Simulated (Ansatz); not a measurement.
Gas-phase electronic energies from Ansatz, PBE0-D4/def2-TZVP geometries. CCSD(T)/CBS is the MP2 limit (def2-TZVPP, def2-QZVPP) plus CCSD(T) − MP2 in def2-TZVPP, frozen cores. This one scheme is used for every species. Functionals use def2-TZVPP. B3LYP here is the variant with VWN-RPA as its local correlation; programs differ in this. For Ga outer-core shells are correlated without core-valence functions, which leaves a few kJ/mol of doubt a bond. Scalar relativity is left out up to krypton. Each species was taken in one conformer, which may not be the lowest.

Reaction (substitution at a C–B bond): `C[B](C)[GaH2]` + `[OH][Al]([F])[SH]` → `C[O][Al]([F])[SH]` + `C[BH][GaH2]`

CCSD(T)/CBS gives +26.0 kcal/mol.

Task: Another level gave +22.9 kcal/mol. Which?
A. B3LYP/def2-TZVPP
B. ωB97M-V/def2-TZVPP
C. MP2/def2-TZVPP
D. B2PLYP/def2-TZVPP

Result: A. B3LYP 22.9, ωB97M-V 25.1, MP2/def2-TZVPP 26.8, B2PLYP 24.1 kcal/mol.

Largest T1 diagnostic among the species: 0.013.

In def2-TZVPP, CCSD(T) changes the Hartree–Fock value by +5.0 kcal/mol (the triples alone add +0.6 kcal/mol) and MP2 by +6.8 kcal/mol. The D4 term adds +0.9 kcal/mol with B3LYP and +0.5 kcal/mol with PBE0; it sums over pairs of atoms, weighted by their polarisabilities, and B3LYP, whose exchange is more repulsive, gets the larger term.

CCSD(T)/CBS has its own doubt, a few kJ/mol and more with outer-core shells, so smaller differences from it don't rank the levels.
